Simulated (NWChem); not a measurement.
Molecule: CHO$_{2}$, doublet; SMILES O=[C]O

```xyz
4

O     -0.1389     1.1705     0.0000
C      0.4258     0.1154     0.0000
O     -0.0501    -1.1217     0.0000
H     -1.0426    -1.0834     0.0000
```
Atoms are numbered in this order, from 1.

In the optimisation the excess spin sits in a' (Cs, its own frame). Structure relaxed at the PBE-D3(BJ)/def2-SVP, spin-unrestricted level. No stability test was run on the SCF state.

Symmetry labels are those of Cs in the frame above (b1 and b2, or b-type labels, depend on it). States above −ε(HOMO) = 5.8 eV lie in this functional's continuum and hang on the basis.

**Question.** List the 6 lowest vertical excitations from PBE/def2-SVPD, spin-unrestricted, TDA (NWChem).

**Answer.** 
```tsv
state	energy (eV)	oscillator strength	symmetry of the excitation	<S²>
state 1	4.14	0.006	a"	0.75
state 2	4.83	0.000	a"	0.77
state 3	5.03	0.012	a'	0.78
state 4	5.29	0.083	a'	0.77
state 5	6.77	0.003	a'	2.67
state 6	7.07	0.027	a'	0.76
```
